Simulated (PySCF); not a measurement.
## Working out the ionisation energy of Ag

Ag [Kr] 4d10 5s1 (2S) → Ag⁺ [Kr] 4d10 (1S). Calculation: PySCF 2.14, in ANO-RCC-VTZP (7s6p4d2f1g, 68 functions); the spin-free X2C one-electron Hamiltonian (Gaussian nucleus). Frozen: [Kr]. Energies in hartree (1 hartree = 27.21139 eV):

```tsv
part	Ag (lower)	Ag⁺ (upper)
UHF	-5312.645525	-5312.411289
CCSD correlation	-0.322649	-0.287026
(T)	-0.012380	-0.009608
```

**Question.** What does Hartree-Fock give?

**Answer.** (-5312.411289) − (-5312.645525) = 0.234236 hartree = 6.374 eV.

**Question.** What do CCSD and CCSD(T) give?

**Answer.** The CCSD correlation energies differ by 0.035623 hartree = 0.969 eV and the triples by 0.002772 hartree = 0.075 eV, so CCSD gives 7.343 eV and CCSD(T) 7.418 eV.

Measured between the centres of the two terms (NIST): 7.576 eV, so CCSD(T) (valence) is off by -0.158 eV.

What remains against the reference includes basis incompleteness, the frozen core and higher excitations.
